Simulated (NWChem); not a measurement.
System: CH₄N₂OSi; SMILES N[SiH2]N=C=O

Input file for NWChem:

```
start job
memory heap 200 mb stack 900 mb global 1100 mb
geometry units angstroms noautoz
  N     -0.768895     2.161269     0.002408
  Si     0.575800     1.090194     0.003943
  N      0.196565    -0.600340     0.001706
  C     -0.129420    -1.754518    -0.001248
  O     -0.445611    -2.891792    -0.004045
  H     -1.329605     2.285368     0.836735
  H     -1.326541     2.286955    -0.833717
  H      1.356718     1.342093    -1.227268
  H      1.352078     1.339770     1.238489
end
basis spherical
  N library def2-svp
  Si library def2-svp
  C library def2-svp
  O library def2-svp
  H library def2-svp
end
dft
  xc m06-l
  iterations 150
  mulliken
end
task dft gradient
```

Excerpt of the output:

```
             Northwest Computational Chemistry Package (NWChem) 7.3.0
             --------------------------------------------------------

 CS  symmetry detected

                             Geometry "geometry" -> ""
                             -------------------------

 Output coordinates in angstroms (scale by  1.889725989 to convert to a.u.)

  No.       Tag          Charge          X              Y              Z
 ---- ---------------- ---------- -------------- -------------- --------------
    1 N                    7.0000    -0.87491001     2.12356676     0.00000000
    2 Si                  14.0000     0.52342835     1.12353754     0.00000000
    3 N                    7.0000     0.23221165    -0.58436213     0.00000000
    4 C                    6.0000    -0.03359383    -1.75387009     0.00000000
    5 O                    8.0000    -0.29049318    -2.90598954     0.00000000
    6 H                    1.0000    -1.43980415     2.21934522     0.83522758
    7 H                    1.0000    -1.43980415     2.21934522    -0.83522758
    8 H                    1.0000     1.28800421     1.41424421    -1.23288095
    9 H                    1.0000     1.28800421     1.41424421     1.23288095

 Effective nuclear repulsion energy (a.u.)     201.7364834130

      Symmetry information
      --------------------

 Group name             Cs
 Group number              2
 Group order               2
 No. of unique centers     7

                                 NWChem DFT Module
                                 -----------------

 Summary of "ao basis" -> "ao basis" (spherical)
 ------------------------------------------------------------------------------
       Tag                 Description            Shells   Functions and Types
 ---------------- ------------------------------  ------  ---------------------
 N                          def2-svp                 6       14   3s2p1d
 Si                         def2-svp                 8       18   4s3p1d
 C                          def2-svp                 6       14   3s2p1d
 O                          def2-svp                 6       14   3s2p1d
 H                          def2-svp                 3        5   2s1p

      Symmetry analysis of basis
      --------------------------

        a'         63
        a"         31

            General Information
            -------------------
          SCF calculation type: DFT
          Wavefunction type:  closed shell.
          No. of atoms     :     9
          No. of electrons :    46
           Alpha electrons :    23
            Beta electrons :    23
          Charge           :     0
          Spin multiplicity:     1
          Use of symmetry is: on ; symmetry adaption is: on
          Maximum number of iterations: 150
          AO basis - number of functions:    94
                     number of shells:    44
          Convergence on energy requested:  1.00D-06
          Convergence on density requested:  1.00D-05
          Convergence on gradient requested:  5.00D-04

              XC Information
              --------------
                        M06-L Method XC Functional
                         M06-L Exchange Functional  1.000
                       M06-L Correlation Potential  1.000

             Grid Information
             ----------------
          Grid used for XC integration:  medium
          Radial quadrature: Mura-Knowles
          Angular quadrature: Lebedev.
          Tag              B.-S. Rad. Rad. Pts. Rad. Cut. Ang. Pts.
          ---              ---------- --------- --------- ---------
          N                   0.65       49          11.0       434
          Si                  1.10       88           9.0       590
          C                   0.70       49          11.0       434
          O                   0.60       49          13.0       434
          H                   0.35       45          11.0       434
          Grid pruning is: on
          Number of quadrature shells:   374
          Spatial weights used:  Erf1

      Superposition of Atomic Density Guess
      -------------------------------------

 Sum of atomic energies:        -511.53998795

      Non-variational initial energy
      ------------------------------

 Total energy =    -513.831522
 1-e energy   =   -1103.775143
 2-e energy   =     388.207137
 HOMO         =      -0.357984
 LUMO         =       0.054901

      Symmetry analysis of molecular orbitals - initial
      -------------------------------------------------

  Numbering of irreducible representations:

     1 a'          2 a"

  Orbital symmetries:

     1 a'          2 a'          3 a'          4 a'          5 a'
     6 a'          7 a'          8 a"          9 a'         10 a'
    11 a'         12 a'         13 a'         14 a'         15 a"
    16 a'         17 a'         18 a"         19 a'         20 a"
    21 a'         22 a'         23 a"         24 a'         25 a"
    26 a'         27 a'         28 a'         29 a"         30 a'
    31 a"         32 a'         33 a'

     ---------------------------------------------
      Total Density - Mulliken Population Analysis
     ---------------------------------------------

    Atom       Charge   Shell Charges
 -----------   ------   -------------------------------------------------------
    1 N    7     7.77   1.99  1.03  0.44  2.60  1.70  0.01
    2 Si  14    13.13   2.00  1.99  0.93  0.20  5.93  1.03  0.79  0.27
    3 N    7     7.61   1.99  1.04  0.44  2.56  1.57  0.01
    4 C    6     5.20   1.99  0.89  0.17  1.50  0.54  0.11
    5 O    8     8.58   1.99  1.13  0.65  2.98  1.82  0.01
    6 H    1     0.75   0.59  0.12  0.04
    7 H    1     0.75   0.59  0.12  0.04
    8 H    1     1.10   0.71  0.38  0.01
    9 H    1     1.10   0.71  0.38  0.01

   convergence    iter        energy       DeltaE   RMS-Dens  Diis-err
 ---------------- ----- ----------------- --------- --------- ---------
 d= 0,ls=0.0,diis     1   -514.4172112737 -7.16D+02  1.52D-02  9.26D-01
 d= 0,ls=0.0,diis     2   -514.1713870559  2.46D-01  1.07D-02  3.60D+00
 d= 0,ls=0.0,diis     3   -514.5068711360 -3.35D-01  3.79D-03  2.09D-01
 d= 0,ls=0.0,diis     4   -514.5197582025 -1.29D-02  1.75D-03  7.89D-02
 d= 0,ls=0.0,diis     5   -514.5256670931 -5.91D-03  5.37D-04  2.35D-03
  Resetting Diis
 d= 0,ls=0.0,diis     6   -514.5260180624 -3.51D-04  2.54D-04  2.52D-04
 d= 0,ls=0.0,diis     7   -514.5260600668 -4.20D-05  1.39D-04  6.64D-05
 d= 0,ls=0.0,diis     8   -514.5260548009  5.27D-06  7.54D-05  1.30D-04
 d= 0,ls=0.0,diis     9   -514.5260690808 -1.43D-05  2.21D-05  3.37D-06
 d= 0,ls=0.0,diis    10   -514.5260689032  1.78D-07  1.28D-05  5.05D-06
 d= 0,ls=0.0,diis    11   -514.5260694702 -5.67D-07  2.22D-06  1.08D-07

         Total DFT energy =     -514.526069470188
      One electron energy =    -1107.233065007472
           Coulomb energy =      441.251234233381
    Exchange-Corr. energy =      -50.280722109104
 Nuclear repulsion energy =      201.736483413008

 Numeric. integr. density =       45.999999370836

                  Occupations of the irreducible representations
                  ----------------------------------------------

                     irrep           alpha         beta
                     --------     --------     --------
                     a'               18.0         18.0
                     a"                5.0          5.0

                       DFT Final Molecular Orbital Analysis
                       ------------------------------------

 Vector   21  Occ=2.000000D+00  E=-2.789866D-01  Symmetry=a'
              MO Center= -9.3D-03, -8.7D-01,  6.0D-15, r^2= 3.9D+00
   Bfn.  Coefficient  Atom+Function         Bfn.  Coefficient  Atom+Function
  ----- ------------  ---------------      ----- ------------  ---------------
    36      0.405024  3 N  px                64      0.369381  5 O  px
    39     -0.326623  3 N  px                67      0.272607  5 O  px
     4      0.164013  1 N  px                 7     -0.115872  1 N  px
     3     -0.111411  1 N  s                  5      0.107532  1 N  py
     8     -0.101514  1 N  py                65     -0.095140  5 O  py

 Vector   22  Occ=2.000000D+00  E=-2.656615D-01  Symmetry=a"
              MO Center=  2.4D-01, -9.6D-01, -7.9D-15, r^2= 3.6D+00
   Bfn.  Coefficient  Atom+Function         Bfn.  Coefficient  Atom+Function
  ----- ------------  ---------------      ----- ------------  ---------------
    38      0.419779  3 N  pz                66      0.381027  5 O  pz
    41     -0.342986  3 N  pz                69      0.286377  5 O  pz
    85     -0.170546  8 H  s                 90      0.170546  9 H  s
    86     -0.135096  8 H  s                 91      0.135096  9 H  s
    52     -0.094484  4 C  pz                24      0.093871  2 Si pz

 Vector   23  Occ=2.000000D+00  E=-2.448797D-01  Symmetry=a'
              MO Center= -6.6D-01,  1.6D+00, -2.2D-15, r^2= 2.8D+00
   Bfn.  Coefficient  Atom+Function         Bfn.  Coefficient  Atom+Function
  ----- ------------  ---------------      ----- ------------  ---------------
     5      0.482276  1 N  py                 8     -0.410659  1 N  py
     4      0.206917  1 N  px                 7     -0.166466  1 N  px
    36     -0.158090  3 N  px                64     -0.153332  5 O  px
    39      0.127945  3 N  px                67     -0.117146  5 O  px
    35     -0.114316  3 N  s                 26     -0.108162  2 Si py

 Vector   24  Occ=0.000000D+00  E= 2.692292D-03  Symmetry=a'
              MO Center=  6.8D-02, -2.0D-01,  2.7D-14, r^2= 5.1D+00
   Bfn.  Coefficient  Atom+Function         Bfn.  Coefficient  Atom+Function
  ----- ------------  ---------------      ----- ------------  ---------------
     3      0.720732  1 N  s                 25      0.706107  2 Si px
    50     -0.440931  4 C  px                53     -0.369411  4 C  px
    67      0.274282  5 O  px                64      0.263978  5 O  px
    86     -0.256074  8 H  s                 91     -0.256074  9 H  s
    76     -0.226205  6 H  s                 81     -0.226205  7 H  s

 Vector   25  Occ=0.000000D+00  E= 1.744343D-02  Symmetry=a"
              MO Center=  1.5D-01, -8.4D-01,  8.1D-15, r^2= 4.0D+00
   Bfn.  Coefficient  Atom+Function         Bfn.  Coefficient  Atom+Function
  ----- ------------  ---------------      ----- ------------  ---------------
    27      0.761765  2 Si pz                86      0.569703  8 H  s
    91     -0.569703  9 H  s                 52     -0.530911  4 C  pz
    55     -0.467113  4 C  pz                69      0.333250  5 O  pz
    66      0.312464  5 O  pz                41      0.230815  3 N  pz
    38     -0.211222  3 N  pz                24      0.170991  2 Si pz

 Vector   26  Occ=0.000000D+00  E= 5.740335D-02  Symmetry=a'
              MO Center= -2.3D-01,  5.7D-01,  1.2D-13, r^2= 5.5D+00
   Bfn.  Coefficient  Atom+Function         Bfn.  Coefficient  Atom+Function
  ----- ------------  ---------------      ----- ------------  ---------------
    35      0.883676  3 N  s                 26      0.808652  2 Si py
    49     -0.626161  4 C  s                  3      0.590173  1 N  s
    76     -0.442039  6 H  s                 81     -0.442039  7 H  s
    25      0.372007  2 Si px                18     -0.354372  2 Si s
     7     -0.287805  1 N  px                63      0.239364  5 O  s

     ---------------------------------------------
      Total Density - Mulliken Population Analysis
     ---------------------------------------------

    Atom       Charge   Shell Charges
 -----------   ------   -------------------------------------------------------
    1 N    7     7.46   1.99  0.99  0.46  2.44  1.57  0.01
    2 Si  14    13.26   2.00  1.99  0.99  0.07  5.93  1.23  0.71  0.35
    3 N    7     7.37   1.99  1.01  0.45  2.45  1.45  0.02
    4 C    6     5.76   1.99  0.93  0.10  2.00  0.62  0.12
    5 O    8     8.23   1.99  1.14  0.62  2.79  1.66  0.02
    6 H    1     0.84   0.71  0.09  0.05
    7 H    1     0.84   0.71  0.09  0.05
    8 H    1     1.12   0.77  0.33  0.01
    9 H    1     1.12   0.77  0.33  0.01

     -------------------------------------------
      Total Density - Lowdin Population Analysis
     -------------------------------------------

    Atom       Charge   Shell Charges
 -----------   ------   -------------------------------------------------------
    1 N    7     7.24   1.97  0.72  0.44  2.24  1.84  0.02
    2 Si  14    13.43   2.00  1.93  0.60  0.30  5.82  1.25  0.99  0.55
    3 N    7     7.28   1.97  0.77  0.45  2.29  1.77  0.03
    4 C    6     5.85   1.97  0.60  0.26  1.78  0.97  0.27
    5 O    8     8.13   1.98  0.94  0.63  2.65  1.89  0.03
    6 H    1     0.93   0.60  0.20  0.13
    7 H    1     0.93   0.60  0.20  0.13
    8 H    1     1.11   0.67  0.42  0.02
    9 H    1     1.11   0.67  0.42  0.02

     Multipole analysis of the density
     ---------------------------------

     L   x y z        total         alpha         beta         nuclear
     -   - - -        -----         -----         ----         -------
     0   0 0 0     -0.000000    -23.000000    -23.000000     46.000000

     1   1 0 0     -0.412824     -0.206412     -0.206412      0.000000
     1   0 1 0      0.967259      0.483629      0.483629      0.000000
     1   0 0 1     -0.000000     -0.000000     -0.000000      0.000000

     2   2 0 0    -24.642511    -43.955980    -43.955980     63.269450
     2   1 1 0     -2.997182      0.935022      0.935022     -4.867227
     2   1 0 1      0.000000      0.000000      0.000000      0.000000
     2   0 2 0    -32.662153   -286.831234   -286.831234    541.000315
     2   0 1 1      0.000000      0.000000      0.000000      0.000000
     2   0 0 2    -25.483043    -20.660716    -20.660716     15.838388

            General Information
            -------------------
          SCF calculation type: DFT
          Wavefunction type:  closed shell.
          No. of atoms     :     9
          No. of electrons :    46
           Alpha electrons :    23
            Beta electrons :    23
          Charge           :     0
          Spin multiplicity:     1
          Use of symmetry is: on ; symmetry adaption is: on
          Maximum number of iterations: 150
          AO basis - number of functions:    94
                     number of shells:    44
          Convergence on energy requested:  1.00D-06
          Convergence on density requested:  1.00D-05
          Convergence on gradient requested:  5.00D-04

              XC Information
              --------------
                        M06-L Method XC Functional
                         M06-L Exchange Functional  1.000
                       M06-L Correlation Potential  1.000

[...]

                         DFT ENERGY GRADIENTS

    atom               coordinates                        gradient
                 x          y          z           x          y          z
   1 N      -1.653340   4.012959   0.000000   -0.003441   0.001495   0.000000
   2 Si      0.989136   2.123178   0.000000    0.000654  -0.004124   0.000000
   3 N       0.438816  -1.104284   0.000000    0.001364   0.004250   0.000000
   4 C      -0.063483  -3.314334   0.000000    0.002560   0.012254   0.000000
   5 O      -0.548953  -5.491524   0.000000   -0.003184  -0.014517   0.000000
   6 H      -2.720835   4.193954   1.578351    0.001056   0.000025   0.000545
   7 H      -2.720835   4.193954  -1.578351    0.001056   0.000025  -0.000545
   8 H       2.433975   2.672534  -2.329807   -0.000033   0.000296  -0.000035
   9 H       2.433975   2.672534   2.329807   -0.000033   0.000296   0.000035
```

Level: M06-L/def2-SVP. Coordinates come from a B3LYP/6-31G* (spherical d) optimisation.
